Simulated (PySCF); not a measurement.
Record of a relaxation.

Compound: CH7GaN2.
Numbering: `[H]/[N:1]=[CH:2]\[GaH2-:3][NH3+:4]` (hydrogens: H5 on N1; H6 on C2; H7, H8 on Ga3; H9, H10, H11 on N4)
Bond orders are those of one Lewis drawing.

Method: PBE0-D3(BJ)/def2-SVP geometry optimisation, gas phase (PySCF); density fitting, grid level 1; the optimiser is geomeTRIC in internal coordinates, started from a GFN2-xTB structure with every atom displaced at random (about 0.01 Å). The frame can shift and turn from step to step; on so coarse a grid that alone can change the energy by a few meV, and forces under 0.02 eV/Å are noise.

Step 0: E = -56487.0890 eV, largest atomic force 1.641 eV/Å
```
atom  x, y, z in Å  |  force x, y, z in eV/Å
N1      2.498   -0.661    0.001   -0.764   0.594  -0.109
C2      1.597    0.076    0.569    0.415  -0.656  -1.073
Ga3    -0.031    0.894   -0.367    0.508  -0.348   0.431
N4     -1.596   -0.488    0.143   -1.277   0.522   0.889
H5      2.313   -0.755   -1.024   -0.049   0.097   0.617
H6      1.788    0.213    1.644   -0.110   0.118   0.290
H7     -0.063    0.658   -1.907    0.072  -0.082  -0.377
H8     -0.716    2.163    0.224   -0.114   0.293   0.172
H9     -1.809   -0.525    1.169    0.366  -0.004  -1.054
H10    -2.481   -0.157   -0.297    0.791  -0.247   0.284
H11    -1.462   -1.443   -0.172    0.161  -0.287  -0.072
```

Step 1: E = -56487.1718 eV, largest atomic force 0.353 eV/Å
```
atom  x, y, z in Å  |  force x, y, z in eV/Å
N1      2.393   -0.715    0.006   -0.125   0.091   0.007
C2      1.515    0.048    0.539    0.137  -0.046  -0.069
Ga3    -0.027    0.940   -0.401    0.067  -0.071   0.018
N4     -1.537   -0.487    0.165   -0.318   0.127  -0.087
H5      2.230   -0.789   -1.009   -0.027   0.010   0.020
H6      1.654    0.182    1.635   -0.064   0.023  -0.022
H7     -0.049    0.726   -1.972    0.028  -0.026   0.016
H8     -0.694    2.236    0.219    0.014  -0.035   0.022
H9     -1.648   -0.509    1.178    0.044  -0.066   0.021
H10    -2.446   -0.219   -0.223    0.120  -0.002   0.034
H11    -1.353   -1.439   -0.154    0.122  -0.004   0.038
```

Step 2: E = -56487.1764 eV, largest atomic force 0.124 eV/Å
```
atom  x, y, z in Å  |  force x, y, z in eV/Å
N1      2.373   -0.710   -0.012    0.027  -0.042   0.046
C2      1.515    0.053    0.548   -0.048   0.024  -0.064
Ga3    -0.020    0.936   -0.393   -0.018   0.014   0.027
N4     -1.537   -0.485    0.164   -0.117   0.041   0.007
H5      2.177   -0.771   -1.021    0.021   0.010   0.002
H6      1.655    0.184    1.643    0.042  -0.011  -0.018
H7     -0.014    0.705   -1.960    0.013  -0.021   0.000
H8     -0.690    2.232    0.218   -0.007  -0.002   0.009
H9     -1.652   -0.511    1.178    0.015  -0.020  -0.005
H10    -2.439   -0.223   -0.234    0.009  -0.009  -0.003
H11    -1.329   -1.435   -0.146    0.062   0.015  -0.001
```

Step 3: E = -56487.1778 eV, largest atomic force 0.115 eV/Å
```
atom  x, y, z in Å  |  force x, y, z in eV/Å
N1      2.377   -0.712   -0.011    0.039  -0.022  -0.044
C2      1.515    0.054    0.537   -0.022   0.027   0.110
Ga3    -0.027    0.938   -0.385   -0.005   0.010  -0.050
N4     -1.547   -0.481    0.165    0.041  -0.006   0.064
H5      2.192   -0.775   -1.022   -0.002  -0.018  -0.028
H6      1.659    0.188    1.631    0.011  -0.002   0.027
H7     -0.006    0.696   -1.951   -0.024   0.001  -0.021
H8     -0.697    2.233    0.226    0.006  -0.004   0.005
H9     -1.662   -0.515    1.179   -0.012   0.009  -0.013
H10    -2.448   -0.226   -0.237   -0.043  -0.016  -0.022
H11    -1.319   -1.426   -0.146    0.012   0.020  -0.029
```

Step 4: E = -56487.1787 eV, largest atomic force 0.033 eV/Å
```
atom  x, y, z in Å  |  force x, y, z in eV/Å
N1      2.375   -0.712   -0.011    0.006  -0.002  -0.004
C2      1.516    0.056    0.542   -0.012  -0.002   0.012
Ga3    -0.027    0.939   -0.386    0.005   0.001  -0.013
N4     -1.546   -0.481    0.164    0.012   0.005   0.030
H5      2.186   -0.778   -1.021   -0.004   0.000   0.001
H6      1.665    0.190    1.635    0.007   0.001   0.000
H7     -0.014    0.697   -1.953   -0.007   0.000   0.000
H8     -0.696    2.233    0.226    0.006   0.004   0.002
H9     -1.661   -0.517    1.178   -0.011   0.002  -0.004
H10    -2.449   -0.231   -0.239   -0.010  -0.018  -0.007
H11    -1.311   -1.422   -0.150    0.008   0.009  -0.018
```

Step 5: E = -56487.1791 eV, largest atomic force under 0.02 eV/Å
```
atom  x, y, z in Å  |  force x, y, z in eV/Å
N1      2.371   -0.712   -0.012   -0.006  -0.003   0.003
C2      1.516    0.058    0.544   -0.007  -0.007  -0.010
Ga3    -0.027    0.942   -0.385    0.001   0.003   0.006
N4     -1.545   -0.481    0.164    0.005   0.009   0.007
H5      2.175   -0.781   -1.020    0.003   0.004   0.003
H6      1.671    0.194    1.637    0.002   0.006  -0.006
H7     -0.019    0.697   -1.952    0.000   0.001   0.004
H8     -0.695    2.237    0.228    0.005   0.003  -0.001
H9     -1.663   -0.521    1.177   -0.009  -0.004   0.000
H10    -2.448   -0.240   -0.243    0.002  -0.012  -0.002
H11    -1.298   -1.419   -0.154    0.004  -0.001  -0.003
```

Q: Summarise the path.

A: The energy falls by 8.69 kJ/mol from step 0 to step 5; nine tenths of that is first reached at step 1. It falls at every step. The largest force goes from 1.641 to under 0.02 eV/Å. Among the bonds C2–Ga3 changes most, from 2.048 to 2.007 Å; the atoms move by 0.111 Å rms after alignment.

Q: Follow the three bonds and two angles with the largest change from start to end.

A: 
```
step  E above end (kJ/mol)  largest force (eV/Å)  C2–Ga3 (Å)  N4–H9 (Å)  Ga3–H7 (Å)  Ga3–N4–H11 (°)  C2–Ga3–N4 (°)
   0                  8.69                 1.641       2.048      1.048       1.558           115.8          102.3
   1                  0.70                 0.353       2.014      1.020       1.586           114.2           96.9
   2                  0.27                 0.124       2.005      1.020       1.585           113.1           97.3
   3                  0.13                 0.115       2.002      1.020       1.584           112.0           97.8
   4                  0.04                 0.033       2.006      1.020       1.586           111.6           97.7
   5                  0.00            under 0.02       2.007      1.020       1.586           111.0           97.6
```

What follows is the cost of the whole optimisation. Hardware: one thread, Arm Neoverse V2 (aarch64), shared host. Cost: 26 s wall, 0.45 GiB resident at most.
